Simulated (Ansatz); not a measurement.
CF₃NSi, SMILES `N#C[Si](F)(F)F`. Charge 0, multiplicity 1.

```xyz
6

N     1.479   -0.143    1.922
C     0.779   -0.076    1.013
Si   -0.330    0.032   -0.429
F    -1.034    1.426   -0.432
F    -1.402   -1.100   -0.338
F     0.508   -0.139   -1.736
```

(1) List the harmonic frequencies (cm⁻¹, unscaled) at PBE0-D4/def2-TZVP in Ansatz. (Estimate.)

(2) Is this a minimum?

(3) Give the ideal-gas thermochemistry at 298.15 K and 1 bar (rigid rotor, harmonic oscillator; point group C3v, symmetry number 3).

Answers

(1) Computed: 142, 142, 291, 291, 351, 412, 412, 628, 891, 1032, 1032, 2360.

(2) Yes, all 12 modes are real.

(3) Zero-point energy 47.8 kJ/mol; H(298) − E = 66.6 kJ/mol; entropy 323.3 J/(mol·K), of which translation 167.6, rotation 104.6, vibration 51.1; G(298) − E = -29.8 kJ/mol.
